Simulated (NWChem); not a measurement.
System: AlNH₃OCl; SMILES [NH2][Al]([OH])[Cl]

```xyz
7

Al     0.0866    -0.3426     0.0000
Cl    -0.1574     1.7504     0.0000
O      1.6872    -0.9315     0.0000
H      1.8867    -1.8750     0.0000
N     -1.3677    -1.3515     0.0000
H     -1.3935    -2.3628     0.0000
H     -2.3053    -0.9696     0.0000
```
Atoms are numbered in this order, from 1.

All runs: NWChem. Pople sets run with spherical d functions. All runs use the structure optimised with B3LYP/6-31G* (spherical d). Core excitations by TDA in a window of 1s orbitals, non-relativistic and unshifted: absolute energies depend strongly on the exact-exchange share.

Question: What does the run give for O K edge, B3LYP/6-311G**? Quantities: first 1s excitation (eV); dipole oscillator strength of the first; first state with f > 0.002 (eV); dipole oscillator strength of that state.

Answer: 
```json
{
 "first 1s excitation (eV)": "517.8",
 "dipole_oscillator_strength_of_the_first": "0.0054",
 "first state with f > 0.002 (eV)": "517.8",
 "dipole_oscillator_strength_of_that_state": "0.0054"
}
```
